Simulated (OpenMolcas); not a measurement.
Ta IV.

```yaml
Program: OpenMolcas
Method: RASSCF
Basis: ANO-RCC-VQZP [9s8p6d4f3g2h]
Scalar_Hamiltonian: DKH2, point nucleus
Active_space: 8 electrons in 8 orbitals (RAS1 5p, at most 2 holes; RAS2 5d)
State_averaging: 2S+1 = 3 even, 10 roots; 2S+1 = 1 even, 15 roots
Spin-orbit_coupling: state interaction with AMFI integrals over the reference wave functions, term energies averaged over their components
```

Levels without dynamic correlation, in cm-1 above 5d2 3F2:

```
  Level      E
5d2 1G4  21878
5d2 3P0  12850
5d2 1S0  41534
```

On this reference, SS-RASPT2, IPEA 0.25 Eh, imaginary shift 0.1 Eh (closed shells correlated: 5s) puts 5d2 1G4 at 19580 cm-1.

Q: Estimate the other levels at that method by one scale factor, and say how well it serves.

A: The factor is 19580 / 21878 = 0.895. Scaled values beside those that SS-RASPT2 gives:
```tsv
Level	Scaled	SS-RASPT2	Miss (%)
5d2 3P0	11501	11870	-3.1
5d2 1S0	37173	36290	+2.4
```
For these levels the scaled values miss SS-RASPT2 by up to 3.1 %, as correlation changes each term by its own factor, spin-orbit parts do not scale and CASPT2 has its own spread within terms. This holds within one configuration; levels of others move differently, and the target method has errors of its own against measurement.

CASPT2 breaks the degeneracy within a term, and the mean is taken; among the terms shown or strongly mixed into the levels shown the widest spread is 480 cm-1 (5d2 1G, SS-RASPT2). Active for correlation alone: 5p; no level in the range computed is led by a configuration that opens it, so any true level of that kind is missing. Without dynamic correlation excited terms often stand tens of per cent too high (terms of higher spin than the ground term too low), and those without a measured partner can miss by more than the paired ones (holds for RASSCF). Levels of configurations outside the active space are missing.
